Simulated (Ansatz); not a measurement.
Ideal-gas functions of `C[O][Ge][F]` at 500 K and 1 bar, from an Ansatz frequency run at PBE0-D4/def2-TZVP.

Molar mass 122.64 g/mol, point group Cs (symmetry number 1), electronic degeneracy 1, moments of inertia 58.063, 131.983, 186.877 u Å². Harmonic wavenumbers (cm⁻¹, unscaled): 90, 166, 187, 329, 612, 645, 1110, 1174, 1194, 1467, 1494, 1497, 3036, 3107, 3122.

Use S(trans) = R[1.5 ln M + 2.5 ln T − 1.1517]; rotational temperatures θ = 24.2544 K / I; S(rot) = R[ln(√π/σ · √(T³/θAθBθC)) + 1.5]; for each mode x = 1.438777 ν̃/T, S = R[x/(eˣ − 1) − ln(1 − e⁻ˣ)] and H = RT x/(eˣ − 1); 1 cm⁻¹ = 0.0119627 kJ/mol; R = 8.31446 J/(mol·K).

By hand: the entropy, in J/(mol·K).

Translation 179.6. Rotation: θ = 0.4177, 0.1838, 0.1298 K, giving 113.9. Vibration, mode by mode: 19.57, 14.54, 13.57, 9.07, 4.61, 4.27, 1.48, 1.28, 1.22, 0.65, 0.61, 0.60, 0.01, 0.01, 0.01, in all 71.5. Electronic 0.0. Sum 365.0 J/(mol·K).

By hand: H − E and G − E in kJ/mol, counted from the electronic energy.

Zero-point energy ½ × 19230 × 0.0119627 = 115.0; thermal vibration 17.8; translation, rotation and pV give 4 RT = 16.6. H − E = 149.4 kJ/mol, and G − E = 149.4 − 500 × 365.0/1000 = -33.1 kJ/mol.

Vibration gives 20 % of the entropy, 19.6 J/(mol·K) of it from the mode under 150 cm⁻¹: soft modes count most, and the harmonic formula is weakest for them. The sum counts one conformer and one mirror image; others add a mixing term.
